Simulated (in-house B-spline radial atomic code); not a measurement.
Orbital energies and mean radii along the 8-electron series, configuration [He] 2s2 2p4. The effective charge is n√(-2ε), a non-relativistic measure. Computed with an all-electron radial atomic-structure program (B-spline basis): non-relativistic Hartree-Fock, average of the configuration, point nuclei.

This level leaves out relativity, spin-orbit splitting included, which matters for heavy ions.

```tsv
ion	Z	energy of 2s (Eh)	mean radius of 2s (bohr)	energy of 1s (Eh)	mean radius of 1s (bohr)	energy of 2p (Eh)	mean radius of 2p (bohr)	effective charge of 2s
Rb29+	37	-131.21	0.17497	-615.99	0.041164	-126.25	0.14951	32.399
Sr30+	38	?	?	?	?	?	?	?
Zr32+	40	-156.67	0.16089	-725.6	0.038035	-151.26	0.13718	35.403
Nb33+	41	?	?	?	?	?	?	?
Mo34+	42	-174.9	0.1527	-803.68	0.0362	-169.19	0.13004	37.405
```

(1) Fill in the row of Sr30+.

(2) Fill in the row of Nb33+.

(3) How does the screening of 2s change?

## Answers

(1) energy of 2s (Eh): -139.45; mean radius of 2s (bohr): 0.17001; energy of 1s (Eh): -651.53; mean radius of 1s (bohr): 0.040065; energy of 2p (Eh): -134.34; mean radius of 2p (bohr): 0.14516; effective charge of 2s: 33.401.

(2) energy of 2s (Eh): -165.66; mean radius of 2s (bohr): 0.15669; energy of 1s (Eh): -764.14; mean radius of 1s (bohr): 0.037095; energy of 2p (Eh): -160.1; mean radius of 2p (bohr): 0.13352; effective charge of 2s: 36.404.

(3) Z less the effective charge goes from 4.60 at Z = 37 to 4.59 at Z = 42.
